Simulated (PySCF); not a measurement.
Al(I)(OH)(OMe) (CH₄AlIO₂), SMILES C[O][Al]([OH])[I].

Geometry optimised at B3LYP-D3(BJ)/def2-SVP. The structure was generated by enumeration; whether it is a known compound was not checked. The def2 effective core potentials stand for the cores of I; spin–orbit coupling is left out. Other conformers were not sampled.

The numbers are results of PBE0/def2-TZVP (PySCF), not measurements.

Symmetry labels are those of the subgroup Cs that the program uses (full group Cs).

Computed valence orbital energies around the gap with their symmetry:
```csv
orbital,symmetry,energy (eV)
HOMO−7,A',-12.53
HOMO−6,A',-10.00
HOMO−5,A',-9.79
HOMO−4,A",-9.61
HOMO−3,A',-8.50
HOMO−2,A",-8.44
HOMO−1,A",-7.88
HOMO,A',-7.80
LUMO,A',-0.90
LUMO+1,A",-0.14
LUMO+2,A',1.11
LUMO+3,A',1.56
```
